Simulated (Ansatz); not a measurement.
This geometry of BFH2O + ClH (7 atoms, charge 0, multiplicity 1) is a first-order saddle point.

Theory: RKS PBE-D4/def2-SVP (Ansatz).

```xyz
7
Properties=species:S:1:pos:R:3
B 0.041 0.096 0.146
O -0.053 -0.073 1.634
H -0.975 -0.311 1.866
H 1.119 -0.122 -0.352
F -1.101 -0.201 -0.491
Cl 0.089 2.301 0.545
H 0.007 1.194 1.612
```

Q: Which two structures does it join? (They come from a converged band through this point; their orientation in space is the band's.)

A: Bonds broken: Cl6–H7. Bonds formed: B1–Cl6, O2–H7. BFH2O + ClH becomes BClFH3O.

Image 0:

```xyz
7
Properties=species:S:1:pos:R:3
B -0.148 -0.410 -0.024
O -0.389 0.103 1.215
H -1.115 -0.349 1.691
H 0.719 0.079 -0.708
F -0.872 -1.445 -0.461
Cl 0.691 3.068 1.635
H 0.242 1.838 1.611
```

Image 8:

```xyz
7
Properties=species:S:1:pos:R:3
B 0.080 0.395 0.032
O -0.037 -0.015 1.699
H -0.936 -0.406 1.766
H 1.108 -0.126 -0.351
F -1.104 -0.097 -0.445
Cl 0.128 2.244 0.168
H -0.112 0.888 2.091
```

Q: How far does it lie above each of them?

A: 15.2 kcal/mol above the first and 11.4 kcal/mol above the second. This is the barrier of this one path; another mechanism may lie lower. The orbitals stay closed-shell, which can raise the energy where a bond breaks towards radicals; this wasn't checked here.

Run time: 3.1 min on 1 thread of Arm Neoverse V1 (shared host), peak memory 0.15 GiB.
